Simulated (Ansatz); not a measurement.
Frontier orbitals of C$_{7}$H$_{12}$FHfN, SMILES `C[C@@]12[C@H]3[C@H]4[C@H]5[C@@H]1[Hf]4532([CH3])([NH2])[F]`.

```xyz
22

C     2.4055    0.2664   -0.0867
C     1.1793   -0.1911    0.6263
C     0.5010    0.4977    1.6609
C    -0.5320   -0.3290    2.1568
C    -0.5108   -1.5307    1.4182
C     0.5391   -1.4416    0.4774
Hf   -1.2270    0.2977   -0.1529
C    -0.1653    1.5939   -1.6373
N    -2.0990   -1.1339   -1.3050
F    -2.6286    1.4793    0.4337
H     2.4906   -0.1959   -1.0711
H     3.2977   -0.0046    0.4856
H     2.4129    1.3485   -0.2223
H     0.7385    1.4934    2.0109
H    -1.2313   -0.0731    2.9400
H    -1.1896   -2.3621    1.5390
H     0.8114   -2.2000   -0.2436
H     0.3323    2.4511   -1.1683
H    -0.9169    1.9992   -2.3278
H     0.5786    1.0707   -2.2448
H    -2.8992   -0.9215   -1.8883
H    -1.8873   -2.1146   -1.4009
```

The species carries charge 0 and has multiplicity 1. Correlated methods include outer-core shells of Hf, which these sets cover unevenly. Hf takes the def2 core potential. The geometry is a stationary point of PBE0-D4/def2-TZVP. It is one conformer, not always the lowest. Basis def2-TZVPP, Ansatz.

```tsv
functional	HOMO (eV)	LUMO (eV)	gap (eV)
PBE	-5.82	-1.25	4.57
revPBE	-5.75	-1.14	4.61
B97M-V	-6.12	-1.04	5.08
PBE0	-7.04	-0.35	6.69
LC-ωPBE	-9.63	1.86	11.49
ωB97X-V	-9.29	1.75	11.04
ωB97M-V	-9.21	1.23	10.44
```

A quarter of exact exchange (PBE0) shifts PBE's HOMO by −1.22 eV and its LUMO by +0.90 eV; full exchange at long range (ωB97M-V) shifts them by −3.39 and +2.48 eV. The gap opens from 4.57 to 10.44 eV, since occupied levels lose self-interaction and empty ones feel all the electrons. A positive LUMO is unbound and depends on the basis.

LC-ωPBE has ω = 0.4 bohr⁻¹.
